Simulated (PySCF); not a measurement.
Br2, charge -1, doublet, geometry from GFN2-xTB (a state made from the parent by changing its charge; the spin is typed, not shown lowest); WB97M-V/6-31G* (PySCF).

The PySCF input:
```python
from pyscf import gto, scf, dft

mol = gto.M(
    atom='''
Br   -0.00000000   -0.00000000   -1.52077587
Br    0.00000000    0.00000000    1.52077587
''',
    basis='6-31g*',
    charge=-1,
    spin=1,
    verbose=4,
)

mf = dft.UKS(mol)
mf.xc = 'wb97m_v'
mf.grids.atom_grid = (99, 590)
mf.grids.prune = None
mf.kernel()
```

Problem. What does PySCF print? Leave out banner, timings and long lists.

Solution. 
```
PySCF version 2.14.0

[INPUT] verbose = 4
[INPUT] num. atoms = 2
[INPUT] num. electrons = 71
[INPUT] charge = -1
[INPUT] spin (= nelec alpha-beta = 2S) = 1
[INPUT] symmetry False subgroup None
[INPUT] Mole.unit = angstrom
[INPUT] Symbol           X                Y                Z      unit          X                Y                Z       unit  Magmom
[INPUT]  1 Br     0.000000000000   0.000000000000  -1.520775870000 AA    0.000000000000   0.000000000000  -2.873849891147 Bohr   0.0
[INPUT]  2 Br     0.000000000000   0.000000000000   1.520775870000 AA    0.000000000000   0.000000000000   2.873849891147 Bohr   0.0

nuclear repulsion = 213.12873782545
number of shells = 24
number of NR pGTOs = 190
number of NR cGTOs = 64
basis = 6-31g*
ecp = {}

******** <class 'pyscf.dft.uks.UKS'> ********
method = UKS
initial guess = minao
damping factor = 0
level_shift factor = 0
DIIS = <class 'pyscf.scf.diis.CDIIS'>
diis_start_cycle = 1
diis_space = 8
diis_damp = 0
SCF conv_tol = 1e-09
SCF conv_tol_grad = None
SCF max_cycles = 50
direct_scf = True
direct_scf_tol = 1e-13
number electrons alpha = 36  beta = 35
XC library pyscf.dft.libxc version 7.1.2
    S. Lehtola, C. Steigemann, M. J. T. Oliveira, and M. A. L. Marques,  SoftwareX 7, 1–5 (2018)
XC functionals = wb97m_v
    N. Mardirossian and M. Head-Gordon,  J. Chem. Phys. 144, 214110 (2016)
radial grids:
    Treutler-Ahlrichs [JCP 102, 346 (1995); DOI:10.1063/1.469408] (M4) radial grids

becke partition: Becke, JCP 88, 2547 (1988); DOI:10.1063/1.454033
pruning grids: None
grids dens level: 3
symmetrized grids: False
atomic radii adjust function: <function treutler_atomic_radii_adjust>
User specified grid scheme (99, 590)
** Following is NLC and NLC Grids **
NLC functional = wb97m_v
radial grids:
    Treutler-Ahlrichs [JCP 102, 346 (1995); DOI:10.1063/1.469408] (M4) radial grids

becke partition: Becke, JCP 88, 2547 (1988); DOI:10.1063/1.454033
pruning grids: <function nwchem_prune>
grids dens level: 3
symmetrized grids: False
atomic radii adjust function: <function treutler_atomic_radii_adjust>
small_rho_cutoff = 0
Set gradient conv threshold to 3.16228e-05
tot grids = 116824
tot grids = 40848
init E= -5145.01789588218

cycle= 1 E= -5147.46920987425  delta_E= -2.45  |g|= 0.146  |ddm|= 0.956
cycle= 2 E= -5147.48549374697  delta_E= -0.0163  |g|= 0.0673  |ddm|= 0.452
cycle= 3 E= -5147.48742977191  delta_E= -0.00194  |g|= 0.0247  |ddm|= 0.114
cycle= 4 E= -5147.48751554833  delta_E= -8.58e-05  |g|= 0.00252  |ddm|= 0.011
cycle= 5 E= -5147.48752473245  delta_E= -9.18e-06  |g|= 0.000496  |ddm|= 0.00991
cycle= 6 E= -5147.48752499871  delta_E= -2.66e-07  |g|= 0.000176  |ddm|= 0.00159
cycle= 7 E= -5147.48752502403  delta_E= -2.53e-08  |g|= 2.14e-05  |ddm|= 0.000448
cycle= 8 E= -5147.48752502469  delta_E= -6.66e-10  |g|= 2.81e-06  |ddm|= 8.23e-05
Extra cycle  E= -5147.4875250247  delta_E= -9.09e-12  |g|= 1.06e-06  |ddm|= 6.9e-06
converged SCF energy = -5147.4875250247  <S^2> = 0.75378249  2S+1 = 2.0037789
```
